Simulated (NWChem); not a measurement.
System: C2H6Cd; SMILES [Cd]([CH3])[CH3]

Output (shortened):

```
             Northwest Computational Chemistry Package (NWChem) 7.3.0
             --------------------------------------------------------

                             Geometry "geometry" -> ""
                             -------------------------

 Output coordinates in angstroms (scale by  1.889725989 to convert to a.u.)

  No.       Tag          Charge          X              Y              Z
 ---- ---------------- ---------- -------------- -------------- --------------
    1 Cd                  48.0000    -0.00630000     0.00063000     0.00434000
    2 C                    6.0000    -0.00474700     2.11663400     0.00326900
    3 H                    1.0000     0.15201300     2.51077400    -1.01300000
    4 H                    1.0000     0.79711300     2.51112800     0.64679600
    5 H                    1.0000    -0.96289600     2.51178700     0.37558300
    6 C                    6.0000    -0.00941500    -2.11537800     0.00580800
    7 H                    1.0000    -0.83022700    -2.50871700    -0.61417300
    8 H                    1.0000    -0.13753500    -2.50892300     1.02634900
    9 H                    1.0000     0.93689600    -2.51233200    -0.39379700

 Effective nuclear repulsion energy (a.u.)     228.7380420092

                                 NWChem DFT Module
                                 -----------------

 Summary of "ao basis" -> "ao basis" (spherical)
 ------------------------------------------------------------------------------
       Tag                 Description            Shells   Functions and Types
 ---------------- ------------------------------  ------  ---------------------
 Cd                        def2-svpd                12       34   5s4p2d1f
 C                         def2-svpd                 8       20   4s2p2d
 H                         def2-svpd                 4        8   2s2p

            General Information
            -------------------
          SCF calculation type: DFT
          Wavefunction type:  closed shell.
          No. of atoms     :     9
          No. of electrons :    38
           Alpha electrons :    19
            Beta electrons :    19
          Charge           :     0
          Spin multiplicity:     1
          Use of symmetry is: off; symmetry adaption is: off
          Maximum number of iterations: 150
          AO basis - number of functions:   122
                     number of shells:    52
          Convergence on energy requested:  1.00D-06
          Convergence on density requested:  1.00D-05
          Convergence on gradient requested:  5.00D-04

              XC Information
              --------------
                         PBE0 Method XC Functional
                     Hartree-Fock (Exact) Exchange  0.250
          PerdewBurkeErnzerhof Exchange Functional  0.750
            Perdew 1991 LDA Correlation Functional  1.000 local
           PerdewBurkeErnz. Correlation Functional  1.000 non-local

             Grid Information
             ----------------
          Grid used for XC integration:  medium
          Radial quadrature: Mura-Knowles
          Angular quadrature: Lebedev.
          Tag              B.-S. Rad. Rad. Pts. Rad. Cut. Ang. Pts.
          ---              ---------- --------- --------- ---------
          Cd                  1.55      123          10.0       590
          C                   0.70       49          12.0       434
          H                   0.35       45          13.0       434
          Grid pruning is: on
          Number of quadrature shells:   491
          Spatial weights used:  Erf1

      Superposition of Atomic Density Guess
      -------------------------------------

 Sum of atomic energies:        -270.21920800

      Non-variational initial energy
      ------------------------------

 Total energy =    -246.391721
 1-e energy   =    -623.120976
 2-e energy   =     264.788151
 HOMO         =      -0.290859
 LUMO         =      -0.002788

   convergence    iter        energy       DeltaE   RMS-Dens  Diis-err
 ---------------- ----- ----------------- --------- --------- ---------
 d= 0,ls=0.0,diis     1   -247.3334617948 -3.59D+02  8.54D-03  2.24D-01
 d= 0,ls=0.0,diis     2   -247.3526202834 -1.92D-02  2.93D-03  8.21D-02
 d= 0,ls=0.0,diis     3   -247.3614461299 -8.83D-03  1.16D-03  2.03D-02
 d= 0,ls=0.0,diis     4   -247.3640913937 -2.65D-03  1.12D-04  1.61D-04
 d= 0,ls=0.0,diis     5   -247.3641063436 -1.49D-05  4.24D-05  1.20D-05
  Resetting Diis
 d= 0,ls=0.0,diis     6   -247.3641073826 -1.04D-06  9.48D-06  9.81D-07
 d= 0,ls=0.0,diis     7   -247.3641075229 -1.40D-07  5.39D-07  5.00D-10

         Total DFT energy =     -247.364107522938
      One electron energy =     -625.713443801023
           Coulomb energy =      294.759990697265
    Exchange-Corr. energy =      -28.351758994843
 Nuclear repulsion energy =      111.941104575664

 Numeric. integr. density =       37.999984205656

                       DFT Final Molecular Orbital Analysis
                       ------------------------------------

 Vector   17  Occ=2.000000D+00  E=-3.797578D-01
              MO Center= -4.2D-03, -1.1D-03,  1.4D-02, r^2= 6.4D+00
   Bfn.  Coefficient  Atom+Function         Bfn.  Coefficient  Atom+Function
  ----- ------------  ---------------      ----- ------------  ---------------
    41      0.274219  2 C  pz                85     -0.274453  6 C  pz
    63      0.231660  4 H  s                 99      0.228333  7 H  s
   107     -0.223008  8 H  s                 55     -0.218851  3 H  s
    19     -0.214839  1 Cd d -1              39      0.122443  2 C  px
    83     -0.122546  6 C  px                44      0.118276  2 C  pz

 Vector   18  Occ=2.000000D+00  E=-3.100352D-01
              MO Center= -6.6D-03,  6.1D-04,  4.4D-03, r^2= 3.5D+00
   Bfn.  Coefficient  Atom+Function         Bfn.  Coefficient  Atom+Function
  ----- ------------  ---------------      ----- ------------  ---------------
     4      0.637449  1 Cd s                  2     -0.384131  1 Cd s
    40     -0.243560  2 C  py                84      0.243562  6 C  py
     5      0.230236  1 Cd s                 22      0.201317  1 Cd d  2
     3     -0.163963  1 Cd s                  1      0.159769  1 Cd s
    43     -0.135154  2 C  py                87      0.135157  6 C  py

 Vector   19  Occ=2.000000D+00  E=-2.537123D-01
              MO Center= -6.8D-03,  6.4D-04,  4.5D-03, r^2= 4.8D+00
   Bfn.  Coefficient  Atom+Function         Bfn.  Coefficient  Atom+Function
  ----- ------------  ---------------      ----- ------------  ---------------
    40      0.354004  2 C  py                84      0.354001  6 C  py
    43      0.308444  2 C  py                87      0.308442  6 C  py
    38      0.297090  2 C  s                 82     -0.297088  6 C  s
    13     -0.286991  1 Cd py                 7      0.220559  1 Cd py
    10     -0.202429  1 Cd py                16      0.121003  1 Cd py

 Vector   20  Occ=0.000000D+00  E=-7.774041D-04
              MO Center= -9.9D-04,  5.6D-04,  2.5D-03, r^2= 5.9D+00
   Bfn.  Coefficient  Atom+Function         Bfn.  Coefficient  Atom+Function
  ----- ------------  ---------------      ----- ------------  ---------------
    12      0.848485  1 Cd px                14     -0.479210  1 Cd pz
   116     -0.333005  9 H  s                 72      0.328861  5 H  s
     9      0.231918  1 Cd px                56     -0.208100  3 H  s
     6     -0.199619  1 Cd px               108      0.197279  8 H  s
    11     -0.130990  1 Cd pz               100      0.131436  7 H  s

 Vector   21  Occ=0.000000D+00  E=-7.725378D-04
              MO Center= -5.7D-03,  6.9D-04,  4.5D-03, r^2= 5.9D+00
   Bfn.  Coefficient  Atom+Function         Bfn.  Coefficient  Atom+Function
  ----- ------------  ---------------      ----- ------------  ---------------
    14      0.848515  1 Cd pz                12      0.479252  1 Cd px
    64     -0.310376  4 H  s                100      0.305852  7 H  s
   108     -0.268550  8 H  s                 56      0.261804  3 H  s
    11      0.231924  1 Cd pz                 8     -0.199620  1 Cd pz
     9      0.130987  1 Cd px                 6     -0.112743  1 Cd px

[...]

                                NWChem TDDFT Module
                                -------------------

            General Information
            -------------------
           No. of orbitals :     244
            Alpha orbitals :     122
             Beta orbitals :     122
        Alpha frozen cores :       0
         Beta frozen cores :       0
     Alpha frozen virtuals :       0
      Beta frozen virtuals :       0
         Spin multiplicity :       1
    Number of AO functions :     122
        Use of symmetry is : off
      Symmetry adaption is : off
         Schwarz screening :  0.10D-07

              XC Information
              --------------
                  PBE0 Method XC Functional
              Hartree-Fock (Exact) Exchange   0.25
   PerdewBurkeErnzerhof Exchange Functional   0.75
     Perdew 1991 LDA Correlation Functional   1.00 local
    PerdewBurkeErnz. Correlation Functional   1.00 non-local

             TDDFT Information
             -----------------
          Calculation type : Tamm-Dancoff TDDFT
         Wavefunction type : Restricted singlets
          No. of electrons :      38
           Alpha electrons :      19
            Beta electrons :      19
              No. of roots :       6
          Max subspacesize :    5200
            Max iterations :     100
               Target root :       1
           Target symmetry : none
      Symmetry restriction : off
                 Algorithm : Optimal
        Davidson threshold :  0.10D-03

    6 smallest eigenvalue differences (eV)
--------------------------------------------------------
  No. Spin  Occ  Vir  Irrep   E(Occ)    E(Vir)   E(Diff)
--------------------------------------------------------
    1    1   19   20 a        -0.254    -0.001     6.883
    2    1   19   21 a        -0.254    -0.001     6.883
    3    1   19   22 a        -0.254     0.007     7.101
    4    1   19   23 a        -0.254     0.052     8.322
    5    1   18   20 a        -0.310    -0.001     8.415
    6    1   18   21 a        -0.310    -0.001     8.415
--------------------------------------------------------

  Entering Davidson iterations
  Restricted singlet excited states

  Iter   NTrls   NConv    DeltaV     DeltaE      Time
  ----  ------  ------  ---------  ---------  ---------
    1      6       0     0.13E+00   0.10+100       17.1
    2     12       0     0.23E-01   0.24E-01       15.2
    3     18       0     0.96E-02   0.12E-02       15.7
    4     24       0     0.86E-02   0.40E-03       13.8
    5     30       2     0.30E-02   0.92E-04       14.5
    6     34       5     0.42E-03   0.70E-05       11.8
    7     35       5     0.11E-03   0.28E-06        7.6
    8     36       6     0.45E-04   0.16E-07        9.4
  ----  ------  ------  ---------  ---------  ---------
  Convergence criterion met

  Ground state a        -247.364107522938 a.u.

  ----------------------------------------------------------------------------
  Root   1 singlet a              0.204581594 a.u.                5.5670 eV
  ----------------------------------------------------------------------------
     Transition Moments    X  0.00000   Y -0.00100   Z  0.00000
     Dipole Oscillator Strength                    0.0000001352
     Electric Quadrupole                           0.0000000919
     Magnetic Dipole                               0.0000013045
     Total Oscillator Strength                     0.0000015316

     Occ.   19  a   ---  Virt.   20  a        0.99759
  ----------------------------------------------------------------------------
  Root   2 singlet a              0.204586407 a.u.                5.5671 eV
  ----------------------------------------------------------------------------
     Transition Moments    X -0.00000   Y  0.00025   Z -0.00001
     Dipole Oscillator Strength                    0.0000000082
     Electric Quadrupole                           0.0000000919
     Magnetic Dipole                               0.0000013047
     Total Oscillator Strength                     0.0000014048

     Occ.   19  a   ---  Virt.   21  a       -0.99759
  ----------------------------------------------------------------------------
  Root   3 singlet a              0.236979491 a.u.                6.4485 eV
  ----------------------------------------------------------------------------
     Transition Moments    X -0.00218   Y -1.85688   Z  0.00109
     Dipole Oscillator Strength                    0.5447378226
     Electric Quadrupole                           0.0000000001
     Magnetic Dipole                               0.0000000000
     Total Oscillator Strength                     0.5447378227

     Occ.   16  a   ---  Virt.   20  a        0.07892
     Occ.   17  a   ---  Virt.   21  a        0.07893
     Occ.   18  a   ---  Virt.   23  a       -0.13121
     Occ.   19  a   ---  Virt.   22  a        0.96023
     Occ.   19  a   ---  Virt.   24  a        0.17115
     Occ.   19  a   ---  Virt.   29  a        0.08279
  ----------------------------------------------------------------------------
  Root   4 singlet a              0.263478083 a.u.                7.1696 eV
  ----------------------------------------------------------------------------
     Transition Moments    X  0.00113   Y -0.00001   Z -0.00029
     Dipole Oscillator Strength                    0.0000002407
     Electric Quadrupole                           0.0000021882
     Magnetic Dipole                               0.0000000000
     Total Oscillator Strength                     0.0000024289

     Occ.   18  a   ---  Virt.   22  a       -0.39025
     Occ.   18  a   ---  Virt.   24  a       -0.05574
     Occ.   19  a   ---  Virt.   23  a        0.91716
  ----------------------------------------------------------------------------
  Root   5 singlet a              0.278286409 a.u.                7.5726 eV
  ----------------------------------------------------------------------------
     Transition Moments    X -1.04083   Y  0.00115   Z  0.53276
     Dipole Oscillator Strength                    0.2536409788
     Electric Quadrupole                           0.0000000000
     Magnetic Dipole                               0.0000000000
     Total Oscillator Strength                     0.2536409788

     Occ.   18  a   ---  Virt.   20  a        0.98351
     Occ.   18  a   ---  Virt.   25  a        0.07122
     Occ.   19  a   ---  Virt.   28  a       -0.07686
  ----------------------------------------------------------------------------
  Root   6 singlet a              0.278291349 a.u.                7.5727 eV
  ----------------------------------------------------------------------------
     Transition Moments    X  0.53276   Y  0.00026   Z  1.04082
     Dipole Oscillator Strength                    0.2536428579
     Electric Quadrupole                           0.0000000000
     Magnetic Dipole                               0.0000000000
     Total Oscillator Strength                     0.2536428579

     Occ.   18  a   ---  Virt.   21  a       -0.98351
     Occ.   18  a   ---  Virt.   26  a        0.07124
     Occ.   19  a   ---  Virt.   27  a       -0.07690

              Target root =      1
          Target symmetry = none
      Ground state energy =   -247.364107522938
        Excitation energy =      0.204581594315
     Excited state energy =   -247.159525928623

  stored tddft:energy   -247.15952592862317
```

Level: PBE0/def2-SVPD with def2 effective core potentials on Cd, TDA. All runs use the structure optimised with PBE0/def2-SVP. Not confirmed as a minimum by frequencies. def2 effective core potentials on Cd; no spin-orbit coupling.

Write an input that gives this output.

One answer among several that fit: the input that was run:
```
start job
memory heap 200 mb stack 900 mb global 1100 mb
geometry units angstroms noautosym nocenter noautoz
  Cd    -0.006300     0.000630     0.004340
  C     -0.004747     2.116634     0.003269
  H      0.152013     2.510774    -1.013000
  H      0.797113     2.511128     0.646796
  H     -0.962896     2.511787     0.375583
  C     -0.009415    -2.115378     0.005808
  H     -0.830227    -2.508717    -0.614173
  H     -0.137535    -2.508923     1.026349
  H      0.936896    -2.512332    -0.393797
end
basis spherical
  * library def2-svpd
end
ecp
  Cd library def2-ecp
end
dft
  xc pbe0
  iterations 150
end
tddft
  cis
  nroots 6
  notriplet
end
task tddft energy
```
